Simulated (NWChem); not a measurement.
System: disilazane (Si$_{2}$NH$_{7}$); SMILES [SiH3]N[SiH3]

Program: NWChem. Pople sets run with spherical d functions. Coordinates come from a PBE0/def2-SVP optimisation. LC-ωPBE (HJS hole) with 6-31G*; x = 1 − exp(−ω/0.25 bohr⁻¹) is a scale chosen for this fit.

```
row           x  −ε(HOMO) (eV)
--------  -----  -------------
ω = 0.05  0.181           6.65
ω = 0.20  0.551       withheld
ω = 0.50  0.865          10.50
ω = 0.60  0.909          10.83
ω = 0.80  0.959          11.22
```

Question: Fit a straight line of the last column on the one before it, predict the withheld value, and compare with the run.

Answer: 
1. Means of the 4 shown rows: x = 0.7285, y = 9.800. Slope Σ(x − x̄)(y − ȳ)/Σ(x − x̄)² = 2.333/0.4041 = 5.774; intercept 5.594.
2. The shown rows scatter about the line by 0.063 (root mean square); the largest residual is +0.09, at ω = 0.80.
3. At x = 0.551 (ω = 0.20; inside the shown range) the line gives 8.78.
4. The run gives 8.54, -0.24 from the line, 3.8 times the scatter.
